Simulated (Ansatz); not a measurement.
The same atomization along the group B, Al, Ga, In.

Computed with Ansatz on PBE0-D4/def2-TZVP structures; ΔE is electronic, products minus reactants. CCSD(T)/CBS is the MP2 limit (def2-TZVPP, def2-QZVPP) plus CCSD(T) − MP2 in def2-TZVPP, frozen cores. This one scheme is used for every species, atoms too. Functionals use def2-TZVPP. No spin–orbit coupling; open shells (•) take unrestricted orbitals. Spin–orbit coupling would lower the free atoms: a little for Al, B, S; clearly for Ga; strongly for In. def2 core potentials past Kr. For Ga, In outer-core shells are correlated without core-valence functions, so the limit isn't a true one: a few kJ/mol of doubt a bond, and 10 to 20 or more in all where bonds break to atoms. Scalar relativity is left out up to krypton. One conformer a species, not always the lowest.

```json
{"reaction": "`NB(N)S` → B• + 5 H• + 2 N• + S•", "CCSD(T)/CBS(def2) (eV)": "34.11"}
{"reaction": "`[NH2][Al]([NH2])[SH]` → Al• + 5 H• + 2 N• + S•", "CCSD(T)/CBS(def2) (eV)": "31.41"}
{"reaction": "`[NH2][Ga]([NH2])[SH]` → Ga• + 5 H• + 2 N• + S•", "CCSD(T)/CBS(def2) (eV)": "?"}
{"reaction": "`[NH2][In]([NH2])[SH]` → In• + 5 H• + 2 N• + S•", "CCSD(T)/CBS(def2) (eV)": "27.95"}
```

(1) Fill in the missing values. (An estimate is asked.)

Largest T1 diagnostic: 0.018, for Al•.

## Answers

(1) Ansatz gave: `[NH2][Ga]([NH2])[SH]` → Ga• + 5 H• + 2 N• + S•: +29.57 eV.

For atomizations the MP2-based limit and the directly extrapolated one differ by several kJ/mol either way, and by 10 to 25 for some Ge, Se and Sn compounds, so smaller differences from it don't rank the levels.
